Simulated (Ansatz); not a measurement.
Calculated with Ansatz (gas phase, PBE0-D4/def2-TZVP geometries, no zero-point term in ΔE). CCSD(T)/CBS is the MP2 limit (def2-TZVPP, def2-QZVPP) plus CCSD(T) − MP2 in def2-TZVPP, frozen cores. This one scheme is used for every species. Functionals use def2-TZVPP. def2 core potentials past Kr. For Sn outer-core shells are correlated without core-valence functions, which leaves a few kJ/mol of doubt a bond. Each species was taken in one conformer, which may not be the lowest.

`C=[CH][Sn]([F])([F])[F]` + H–F → `[F][Sn]([F])([F])[F]` + ethylene  (ligand exchange at the Sn–C bond)

CCSD(T)/CBS gives -4.5 kcal/mol.

(1) Another level gave -6.8 kcal/mol. Which?
A. B97M-V/def2-TZVPP
B. revPBE-D4/def2-TZVPP
C. B2PLYP/def2-TZVPP
D. CCSD(T)/def2-TZVPP

Largest T1 diagnostic among the species: 0.015.

Answers

(1) C. B2PLYP -6.8, B97M-V -10.2, revPBE-D4 -5.2, CCSD(T)/def2-TZVPP -4.2 kcal/mol.

The D4 term adds +2.0 kcal/mol with B3LYP and +1.1 kcal/mol with PBE0; it sums over pairs of atoms, weighted by their polarisabilities, and B3LYP, whose exchange is more repulsive, gets the larger term. From r2SCAN to r2SCAN0 (25 % exact exchange), in def2-TZVPP and without D4, ΔE moves by +1.5 kcal/mol. At CCSD(T), def2-SVP lies −2.5 kcal/mol from the extrapolated value and def2-TZVPP +0.3 kcal/mol.

B3LYP here is the variant with VWN-RPA as its local correlation; programs differ in this.
